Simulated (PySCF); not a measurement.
# What a mistake does to a calculation on ClHO2Si

All numbers below are calculated, not measured. The program is PySCF 2.14.0, an open-source quantum chemistry code, run on an isolated molecule that a program drew, which may never have been made. The molecule is ClHO2Si (charge 0, singlet), drawn as the SMILES string `O=[Si](O)Cl`.

Each row is a Hartree-Fock (HF) and frozen-core CCSD(T) single point in the cc-pV(D+d)Z basis, meant for a local HF minimum. Run 1 is clean. Each other run has one planted mistake out of seven kinds, and not every kind appears here: one electron removed, one electron added, multiplicity raised by two, geometry at a saddle point, minimal basis STO-3G, one bond length entered in bohr, all coordinates scaled. The reference is restricted for singlets and unrestricted otherwise, and also for a bond in bohr. Adding or removing an electron swaps singlet and doublet. Electrons count all cores. HOMO and LUMO are orbital energies over both spins, the gradient is its largest component, and the lowest frequency (negative if imaginary) is given only where the gradient is small. Bond lengths are over the 4 bonds as drawn. T1 is the CCSD diagnostic: over 0.02 (restricted) or 0.045 (unrestricted) a single reference is doubtful.

Geometry of the clean run:
```xyz
5
ClHO2Si, angstrom
O    -0.9443    0.1074   -3.4681
Si    0.4550   -0.0026   -2.9845
O     1.2859    1.1017   -2.1778
Cl    1.6386   -1.6195   -3.2522
H     2.1794    0.9430   -1.9080
```

```
run,electrons,basis functions,<S^2>,HOMO (eV),LUMO (eV),gradient (hartree/bohr),lowest frequency (cm^-1),mean bond (Å),longest bond (Å),T1,HF (hartree),CCSD(T) (hartree),mistake
1,48,79,0.000,-12.55,2.64,1.9e-05,275,1.5133,2.022,0.0164,-898.85263,-899.48320,no fault
2,48,79,2.009,-5.82,-0.37,2.1e-01,-,1.5133,2.022,0.0815,-898.68231,-899.27171,multiplicity raised by two
3,48,79,0.984,-10.84,-1.32,1.5e-02,-,1.9630,3.820,0.0282,-898.72505,-899.33178,one bond length entered in bohr
4,49,79,0.758,1.11,8.63,1.1e-01,-,1.5133,2.022,0.0713,-898.78101,-899.42433,one electron added
5,47,79,0.756,-19.49,-7.31,2.0e-01,-,1.5133,2.022,0.0218,-898.50194,-899.08209,one electron removed
6,48,29,0.000,-8.67,7.07,3.8e-02,-,1.5133,2.022,0.0207,-888.43808,-888.61191,?
```

**Which mistake was planted in run 6, and what did it cost?**

It has 29 basis functions where the clean run has 79, with the same electrons and geometry. So the mistake is: minimal basis STO-3G. Subtracting run 1 and multiplying by 627.51 kcal/mol a hartree, the energy moved by 6535.2 kcal/mol in HF and 6821.8 kcal/mol in CCSD(T).

Cautions from the logs. Run 2: T1 is over the limit, so its CCSD(T) energy is less reliable; run 4: T1 is over the limit, so its CCSD(T) energy is less reliable and the HOMO is above zero, so the electron isn't bound and the energy depends on the basis; run 6: T1 is over the limit, so its CCSD(T) energy is less reliable.
